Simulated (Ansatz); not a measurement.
The cluster Si5O6, relaxed as a singlet with RKS PBE-D4/def2-SVP in Ansatz, starting from the GFN1-xTB geometry. Force threshold 0.03 eV/Å.

Another isomer (singlet) lies 0.46 eV lower at PBE0-D4/def2-TZVP; other spin states weren't run for this one.

Start:

```tsv
atom	x (Å)	y (Å)	z (Å)
Si1	1.5297	0.8846	-1.0816
Si2	-3.1868	-0.3012	0.3295
Si3	-1.3182	-0.1589	-2.4301
Si4	1.8979	-0.4893	0.7281
Si5	-0.7918	-0.1677	2.6494
O6	0.1770	0.3898	-1.8445
O7	-2.3437	-0.2447	-1.1226
O8	-2.0566	-0.2406	1.5715
O9	0.6402	-0.3438	1.7545
O10	3.0856	-1.4115	0.9354
O11	2.3666	2.0832	-1.4896
```

Problem. Estimate the energy that the relaxation releases and the steps that it takes.

Solution. 30.6 kJ/mol, in 23 steps; 48 s on 4 threads of Arm Neoverse V2 on a shared host. No frequencies were taken in this run, so the end may be a saddle point.

Problem. Does the start keep its bonding?

Solution. By distances, no bond broke or formed. The bond that changes most is Si1–Si4, from 2.30 to 2.35 Å (atoms count from 1).

Problem. Predict the relaxed structure.

Solution. 
```csv
atom,x (Å),y (Å),z (Å)
Si1,1.480,0.784,-1.267
Si2,-2.817,0.770,0.565
Si3,-1.369,-0.553,-2.187
Si4,1.875,-0.326,0.764
Si5,-0.928,-1.288,2.263
O6,0.246,-0.030,-2.019
O7,-2.075,0.171,-0.838
O8,-2.198,-0.316,1.725
O9,0.346,-0.596,1.339
O10,3.234,-0.674,1.418
O11,2.204,2.059,-1.763
```
Bond lengths: 10 × O–Si 1.55 to 1.72 Å; 1 × Si–Si 2.35 Å.
